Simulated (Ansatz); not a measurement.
Q: Name a neutral molecule of Al, C, N, Si and H with LUMO energy (PBE/def2-TZVPP) between -1.70 and -1.40 eV and LUMO energy (PBE0/def2-TZVPP) between -1.15 and -0.85 eV (Ansatz, PBE0-D4/def2-TZVP geometry).

A: `NC[SiH2][NH][AlH2]` (-1.66 eV, -0.91 eV); `[AlH2][N]1C[SiH2]1` (-1.66 eV, -0.89 eV); `C[SiH2][NH][AlH2]` (-1.64 eV, -0.88 eV); `C[SiH2][N](C)[AlH2]` (-1.65 eV, -0.89 eV); `C[SiH](C)[AlH][NH2]` (-1.67 eV, -0.94 eV); `[CH3][Al]([NH2])[SiH2][SiH3]` (-1.66 eV, -0.93 eV). Other molecules can fit too; these were computed, each in one conformer that needn't be the lowest.
